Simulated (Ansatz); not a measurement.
Two members of one family (InP nanocrystals, H-capped) that differ in charge, which shifts all levels, computed with Ansatz in the gas phase; def2 core potentials for In, no spin–orbit coupling. Levels of anions in sets without diffuse functions are rough. A dash marks a value that wasn't run or was left out as unsound. The structures are stationary points that may keep the symmetry of their start. Remarks come from the PBE and PBE0 runs and from stability tests at other levels; not every state was tested. HOMO above LUMO (over both spins in singlets and doublets, within one spin in higher multiplets; at PBE or PBE0), or a gap under 0.15 eV within one spin, warns that the state may not be the lowest or that an electron is smeared out.

First: In13P13H32, cut from wurtzite (singlet, charge 0, PBE-D4/def2-SVP geometry).

Cartesian coordinates in Å:
```
In 0.403 -5.156 2.555
P 2.031 -3.636 1.080
In -0.082 -3.659 -3.032
P 1.470 -2.079 -4.531
In -2.515 -3.152 0.082
P -1.546 -3.378 2.456
P -0.800 -1.842 -1.307
In 1.168 -1.344 0.207
In 2.468 0.168 -3.678
P 3.057 -0.228 -1.189
In -0.954 -1.217 3.722
P 0.737 0.056 2.274
In 2.847 -0.030 3.801
In 3.948 2.002 -0.223
P 4.391 1.559 2.304
P -4.459 -1.381 0.316
In -1.741 0.409 -2.150
P 0.314 1.546 -3.340
In -4.105 1.070 1.187
P -3.100 0.305 3.489
P -2.129 1.964 -0.135
In -0.177 2.344 1.502
In 1.074 3.874 -2.519
P 1.706 3.272 -0.088
In -3.226 4.222 -0.861
P -1.156 5.182 -2.268
H -0.028 -6.499 1.544
H 1.085 -5.126 4.151
H 2.559 -4.350 -0.042
H 3.252 -3.366 1.774
H 1.073 -4.707 -2.251
H -1.416 -4.106 -4.049
H 2.523 -2.803 -5.180
H 0.771 -1.688 -5.718
H -3.155 -4.621 -0.602
H -2.600 -3.974 3.227
H 3.734 0.841 -4.659
H 4.167 -1.134 -1.180
H -0.578 -1.423 5.410
H 3.596 -1.592 3.594
H 2.572 0.834 5.283
H 5.262 2.732 -1.093
H 5.786 1.268 2.453
H 4.426 2.878 2.859
H -5.585 -1.960 0.988
H -5.062 -1.264 -0.978
H -3.098 0.274 -3.238
H -0.112 1.791 -4.689
H -5.600 1.939 1.367
H -4.155 -0.189 4.321
H -2.834 1.504 4.227
H -0.516 3.467 2.794
H 2.306 4.661 -3.463
H 2.100 4.532 0.476
H -4.439 3.901 -2.066
H -3.323 5.278 0.518
H -1.543 5.538 -3.599
H -0.787 6.495 -1.834
```

```csv
level,HOMO (eV),LUMO (eV),gap (eV),vertical IE (eV)
PBE-D4/def2-SVP,-5.63,-2.24,3.39,–
PBE-D4/def2-TZVP,-5.70,-2.39,3.31,7.07
BLYP-D4/def2-TZVP,-5.55,-2.28,3.26,6.98
r2SCAN-D4/def2-TZVP,-5.91,-2.20,3.71,–
PBE0-D4/def2-SVP,-6.56,-1.54,5.03,–
```

Remarks: gap within one spin near zero at PBE or PBE0 (+1 doublet).

Second: In14P13H34⁻, cut from wurtzite (singlet, charge -1, PBE-D4/def2-SVP geometry).

Cartesian coordinates in Å:
```
In -0.410 4.780 -1.094
P -1.944 3.612 0.670
In -4.412 2.630 0.443
P 1.870 2.980 2.297
In -0.500 1.843 1.770
P -1.262 0.692 3.895
P -3.808 0.103 0.891
In -3.758 -0.167 3.515
In 0.833 -0.561 4.826
P -0.579 2.908 -2.909
In -2.714 1.751 -4.010
P 3.267 2.266 -1.357
In 4.036 2.191 1.115
In 1.000 1.076 -2.150
P 0.164 0.091 0.045
P -2.273 -0.688 -3.109
In -2.053 -1.109 -0.568
P 3.882 -0.358 1.555
In 1.663 -1.746 0.978
P 0.715 -2.583 3.174
P -1.601 -3.568 0.090
In -1.294 -4.244 2.622
P 1.658 -0.797 -3.726
In -0.573 -1.781 -4.803
In 3.674 -2.015 -2.595
P 2.257 -3.375 -0.871
In 0.171 -4.990 -1.249
H -1.103 6.284 -1.653
H 1.239 4.691 -0.447
H -2.027 4.550 1.754
H -5.182 3.191 1.911
H -4.962 2.904 -1.181
H 1.829 4.398 2.112
H 2.169 2.948 3.695
H -1.403 1.842 4.744
H -5.014 -0.585 0.522
H -4.718 1.155 4.139
H -3.844 -1.828 4.010
H 2.242 0.398 4.338
H 0.589 -1.072 6.480
H 0.172 3.415 -4.023
H -4.137 2.465 -3.318
H -2.292 1.708 -5.707
H 3.300 3.648 -1.726
H 4.392 1.809 -2.116
H 5.524 2.996 1.527
H -3.505 -1.365 -3.408
H 4.268 -0.531 2.922
H 5.036 -0.923 0.927
H 1.792 -3.442 3.578
H -2.845 -4.194 -0.262
H -2.657 -3.794 3.597
H -0.504 -5.805 2.593
H 2.250 -0.016 -4.776
H -0.725 -0.852 -6.278
H -0.526 -3.511 -4.673
H 4.539 -0.778 -1.665
H 4.498 -3.068 -3.722
H 3.217 -4.180 -0.170
H -0.172 -5.045 -2.950
H 0.550 -6.354 -0.220
```

Task: Estimate how these quantities change from the first to the second (second minus first).

Result: 
```
              level  Δ HOMO (eV)  Δ LUMO (eV)  Δ gap (eV)  Δ vertical IE (eV)
    PBE-D4/def2-SVP         2.36         1.87       -0.49                   –
   PBE-D4/def2-TZVP         2.34         1.88       -0.46               -2.37
  BLYP-D4/def2-TZVP         2.34         1.89       -0.45               -2.37
r2SCAN-D4/def2-TZVP         2.33         1.86       -0.47                   –
   PBE0-D4/def2-SVP         2.33         1.86       -0.47                   –
```

Remarks: gap within one spin near zero at PBE or PBE0 (neutral doublet).
